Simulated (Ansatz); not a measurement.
The first iterations of a band of ClF$_{4}$H$_{3}$OW (10 atoms, charge 0, multiplicity 1).

These are results of RKS BLYP-D4/def2-SVP in Ansatz, not measurements.

```json
{"movable images": "5", "climbing image": "yes", "spring": "5.0 eV/Å²", "optimiser": "quadratic models (default)", "start path": "through a guess of the saddle point", "force threshold": "0.03 eV/Å", "iteration limit": "60", "end points": "relaxed"}
```

Image 0:

```xyz
10
Properties=species:S:1:pos:R:3
W -0.080 0.205 0.093
Cl -1.019 0.186 2.268
F 1.470 0.452 -1.007
F -0.265 2.043 -0.281
F -1.887 0.144 -0.432
F 0.871 -1.298 0.783
H -0.228 -0.979 -1.114
O 1.623 1.170 1.425
H 2.455 1.120 0.905
H 1.775 0.655 2.246
```

Image 6:

```xyz
10
Properties=species:S:1:pos:R:3
W 0.251 0.164 -0.228
Cl -0.497 0.642 3.620
F 1.901 0.309 -1.221
F -0.376 1.822 -0.826
F -1.511 -0.136 0.328
F 0.539 -1.639 0.173
H -0.040 -0.361 -1.837
O 1.463 0.880 1.077
H 2.400 1.083 0.851
H 0.585 0.932 2.950
```

| iteration | highest image above the first end (eV) | largest band force component (eV/Å) |
| --- | --- | --- |
| 1 | 8.337 | 11.811 |
| 2 | 3.828 | 7.334 |
| 3 | 1.516 | 3.312 |
| 4 | 0.926 | 2.602 |
| 5 | 0.811 | 0.738 |
| 6 | 0.803 | 0.748 |
| 7 | 0.810 | 1.352 |
| 8 | 0.782 | 0.952 |
| 9 | 0.711 | 0.506 |
| 10 | 0.666 | 0.431 |

Does the band converge within its limit, and where does its top end?

It converged. It ended after 30 iterations with the highest image 0.654 eV above the first end. The profile has 2 maxima (images 2, 4) with wells between them (image 3): this band takes more than one step, which may be the mechanism or a detour left from its start path. A vibrational analysis at the climbing image gives one clearly imaginary mode, 525i cm⁻¹: a first-order saddle point. The orbitals stay closed-shell, which can raise the energy where a bond breaks towards radicals; this wasn't checked here.

Run time: 5.7 min on 4 threads of Arm Neoverse V1 (shared host), peak memory 0.21 GiB.
